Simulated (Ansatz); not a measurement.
Cost and result up the ladder for V(H2O)2OCl2 (VCl₂O₃H₄) (10 atoms). The state is a doublet with charge 0. Geometry: PBE0-D4/def2-SVP.

Cartesian coordinates in Å:
```
V -0.0058 -0.1880 -0.0698
O -0.4151 0.9482 -1.7308
H -1.2920 0.8827 -2.1296
H 0.2726 0.9906 -2.4081
O 0.4310 -0.4359 1.9213
H 1.2954 -0.7919 2.1630
H -0.2663 -0.8087 2.4765
O -0.0505 -1.6324 -0.6071
Cl -2.0775 0.4081 0.6563
Cl 2.1083 0.6273 -0.2717
```

Ansatz on 4 threads of Intel Xeon 6975P-C on a shared host. Times are rough, and most runs start from the orbitals of an earlier one. No level here is sound enough to serve as a yardstick. Binding counts from free atoms at the same level (V quartet, O triplet, H doublet, Cl doublet; other spins of the atoms weren't run), without zero-point energy or a counterpoise term.

Correlated methods freeze 18 core orbitals; core or outer-core shells of V are correlated, in sets that lack core-valence functions. The rows differ in basis, and correlated rows in double-zeta sets carry the largest basis error. No other spin state of charge 0 was run.

Correlated methods converge slowly with the basis, most of all in double-zeta sets.

| level | functions | binding energy per atom (eV) | remarks |
| --- | --- | --- | --- |
| PBE0-D4/def2-SVP | 129 | 3.70 | – |
| MP2/def2-TZVP | 236 | 3.78 | spin-contaminated (⟨S²⟩ 0.88) |
| CCSD(T)/def2-SVP | 129 | 3.48 | spin-contaminated (⟨S²⟩ 0.96) |
| HF/STO-3G | 55 | 2.95 | spin-contaminated (⟨S²⟩ 0.85) |
| ωB97M-V/def2-TZVP | 236 | 3.69 | – |

Question: Estimate how long each takes.

Answer: HF/STO-3G 0.35 s; PBE0-D4/def2-SVP 2.2 s; MP2/def2-TZVP 7 s; ωB97M-V/def2-TZVP 14 s; CCSD(T)/def2-SVP 44 s. On shared hardware such times vary by a factor of up to 3.
